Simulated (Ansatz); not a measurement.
Species: AlOH₃, charge 0, singlet. AlOH3 (SMILES [OH][AlH2]).
B3LYP-D3(BJ)/def2-TZVP minimum from Ansatz (a program for electronic structure):
```
Al
O 1 1.6999
H 2 0.9582 1 124.13
H 1 1.5709 2 115.84 3 -180.00
H 1 1.5788 4 124.38 2 -180.00
```
Charge 0, spin multiplicity 1.

Total energies in hartree (Ansatz). UHF or UKS for unpaired electrons; spin-orbit terms are left out. Cores are frozen in correlated methods. No relativity. For partners of very few electrons the exact lower level stands in for a higher one.

```csv
species,HF/cc-pV(T+d)Z,CCSD(T)/cc-pV(T+d)Z,HF/cc-pV(Q+d)Z,CCSD(T)/cc-pV(Q+d)Z,CCSDT(Q)/cc-pV(T+d)Z
1: AlOH3 (SMILES [OH][AlH2]),-318.61331,-318.97331,-318.62332,-319.00712,-318.97414
2: Al (doublet),-241.87908,-241.93131,-241.88044,-241.93374,-241.93179
3: H (doublet),-0.49981,-0.49981,-0.49995,-0.49995,-0.49981
4: O (triplet),-74.81176,-74.97396,-74.81729,-74.99357,-74.97430
```

**Question.** Work out the atomisation energy (electronic, to ground-state atoms) in kcal/mol: take Hartree-Fock from cc-pV(Q+d)Z, extrapolate the CCSD(T) correlation energy as X^-3 (X = 3, 4), and add CCSDT(Q) - CCSD(T) in cc-pV(T+d)Z. 1 hartree = 627.51 kcal/mol.

**Answer.** 
Species 1: correlation (64·(-0.38380) - 27·(-0.36000))/37 = -0.40117; step -0.00083; E1 = -318.62332 + (-0.40117) + (-0.00083) = -319.02532
Species 2: correlation (64·(-0.05330) - 27·(-0.05223))/37 = -0.05408; step -0.00048; E2 = -241.88044 + (-0.05408) + (-0.00048) = -241.93500
Species 3: correlation (64·(0.00000) - 27·(0.00000))/37 = 0.00000; step +0.00000; E3 = -0.49995 + (0.00000) + (+0.00000) = -0.49995
Species 4: correlation (64·(-0.17628) - 27·(-0.16220))/37 = -0.18655; step -0.00034; E4 = -74.81729 + (-0.18655) + (-0.00034) = -75.00418
-1·E1 +1·E2 +3·E3 +1·E4 = 0.58629 hartree = 367.9 kcal/mol.
